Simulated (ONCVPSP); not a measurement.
# Scattering properties, ONCV potential for carbon (C)

ONCVPSP 4.0.1 input, shortened (lines: element, Z, core and valence counts, functional; n l f; lmax; l rc ep ncon nbas qcut; lloc lpopt rc5 dvloc0; l nproj debl; icmod fcfact rcfact), PBE, scalar-relativistic:

```
  C 6.00    1    2        4      upf
    1    0    2.00
    2    0    2.00
    2    1    2.00
    2
    0    1.20    0.00    4    8    5.60
    1    1.85    0.00    3    6    6.70
    2    1.80    0.08    5    9    6.30
    4    5    0.80    0.00
    0    1    1.80
    1    2    2.60
    2    2    1.70
    3    4.25    1.45
```

The phase is arctan(r·R′/R) of the radial function R(r), unwrapped; energies in Ha, scanned from -2 to 5 Ha. A pole is an energy at which the radial function vanishes at the test radius. The pseudo phase is shifted by a multiple of π to meet the all-electron one at the reference energy, and phase errors are pseudo minus all-electron; the curves can meet again beyond the range given. Levels narrower than the energy grid can be missing from the lists of poles.

| channel | radius (bohr) | reference energy (Ha) | poles, all-electron | poles, pseudo | unbroken range about the reference energy with phases within 0.05 rad | phase error 1 Ha above the reference energy (rad) |
| --- | --- | --- | --- | --- | --- | --- |
| s | 1.22 | -0.51 | 3.15 | 2.72 | below 3.1 | -0.004 |
| p | 1.88 | -0.19 | 0.45, 4.99 | 0.45 | the whole range | +0.000 |
| d | 1.82 | 0.08 | 3.26 | 3.26 | the whole range | +0.000 |

Phases in the p channel:

```csv
E (Ha),all-electron,pseudo
-1.98,1.164,1.164
-1.80,1.129,1.129
-1.62,1.084,1.084
-1.44,1.025,1.025
-1.26,0.943,0.944
-1.08,0.823,0.823
-0.90,0.632,0.632
-0.72,0.313,0.313
-0.54,-0.179,-0.179
-0.36,-0.700,-0.700
-0.18,-1.061,-1.061
0.00,-1.282,-1.282
0.18,-1.425,-1.425
0.36,-1.528,-1.528
0.54,-1.612,-1.612
0.72,-1.686,-1.686
0.90,-1.760,-1.760
1.08,-1.841,-1.841
1.26,-1.940,-1.939
1.44,-2.071,-2.071
1.62,-2.266,-2.266
1.80,-2.575,-2.575
1.98,-3.036,-3.036
2.16,-3.535,-3.535
2.34,-3.898,-3.898
2.52,-4.122,-4.122
2.70,-4.265,-4.264
2.88,-4.361,-4.360
3.06,-4.430,-4.429
3.24,-4.482,-4.481
3.42,-4.523,-4.522
3.60,-4.557,-4.556
3.78,-4.585,-4.584
3.96,-4.610,-4.609
4.14,-4.631,-4.630
4.32,-4.651,-4.649
4.50,-4.669,-4.667
4.68,-4.686,-4.683
4.86,-4.701,-4.698
```
